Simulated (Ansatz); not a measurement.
```yaml
crystal:
  periodic: [false, false, false]
  atoms:
    - {symbol: C, position_ang: [1.164273, -2.663189, -0.081956]}
    - {symbol: C, position_ang: [0.800779, -1.543938, -0.335649]}
    - {symbol: Sn, position_ang: [-0.816871, 0.322928, -2.283232]}
    - {symbol: F, position_ang: [-0.866871, 0.322928, -2.333232]}
    - {symbol: F, position_ang: [1.689177, 1.398421, -1.231900]}
    - {symbol: C, position_ang: [-0.864982, 1.354819, 0.698521]}
    - {symbol: C, position_ang: [-1.477681, 1.933381, 1.558225]}
    - {symbol: H, position_ang: [1.487299, -3.655328, 0.140343]}
    - {symbol: H, position_ang: [-2.021003, 2.448349, 2.318304]}
basis:
  gaussian: {orbitals: def2-mTZVPP}
hamiltonian: {xc: {name: PBE0-DH}}
output: {forces: true}
```

```sh
$ ansatz run in.yaml --threads 4 --pin off --events-out ev --progress --plain --max-ram 11315MiB
```

It prints (some lines left out):

```
Functional definition: PBE0-DH
1646 factors; integrals over basis functions are off by at most 7.1e-4 eV
mean field evaluation 1: about 20644.6261 eV, gradient 3.4e2 eV
mean field evaluation 2: about 20643.9678 eV, gradient 3.4e2 eV
mean field evaluation 4: about 20476.3261 eV, gradient 1.1e2 eV
mean field evaluation 8: about 20462.3151 eV, gradient 6.9e0 eV
mean field evaluation 16: about 20462.1280 eV, gradient 3.9e-1 eV
mean field evaluation 32: about 20462.1276 eV, gradient 4.2e-5 eV
a density is far from that of the atoms, so the factors are made again for it
1729 factors; integrals over basis functions are off by at most 8.5e-4 eV
mean field 20462.12762544 eV, 751.9693205065 hartree, gradient 1.9e-6 eV, S^2 0.000000; 3 other end points of the search recorded, 0 dependent functions left out; unrestricted orbitals would lower it
10 core orbitals not correlated: weight in the atoms' cores, before any rotation towards them, 0.429 or more for the frozen orbitals, at most 0.162 for the correlated occupied ones
reference 20462.12760140 eV, 751.9693196231 hartree; 23, 23 occupied and 137, 137 virtual orbitals, 1729 factors
second order -37.54023920 eV of doubles, -0.00000000 eV of singles
Total energy: 20457.43507150 eV, 751.7968723300 hartree
Atom 0 at     1.164273    -2.663189    -0.081956 Å, force     0.339373    -1.346049     0.142362 eV/Å
Atom 1 at     0.800779    -1.543938    -0.335649 Å, force    -2.231124     1.911645    -2.319072 eV/Å
Atom 2 at    -0.816871     0.322928    -2.283232 Å, force 413776.104829     1.343208 413786.997906 eV/Å
Atom 3 at    -0.866871     0.322928    -2.333232 Å, force -413771.638094    -0.871632 -413780.370293 eV/Å
Atom 4 at     1.689177     1.398421    -1.231900 Å, force    -2.009276    -0.441093    -1.839770 eV/Å
Atom 5 at    -0.864982     1.354819     0.698521 Å, force    -0.233740    -1.363210    -3.664077 eV/Å
Atom 6 at    -1.477681     1.933381     1.558225 Å, force    -0.746331     0.616240     0.805666 eV/Å
Atom 7 at     1.487299    -3.655328     0.140343 Å, force     0.121942     0.240458     0.189185 eV/Å
Atom 8 at    -2.021003     2.448349     2.318304 Å, force     0.292421    -0.089568     0.058092 eV/Å
Dipole moment:    -1.958481    -0.294701    -2.300208 e Å
```

**Question.** Something in this input is off. What?

**Answer.** One atom was put on top of another. The run converged. The result belongs to that input, not to the molecule as meant.
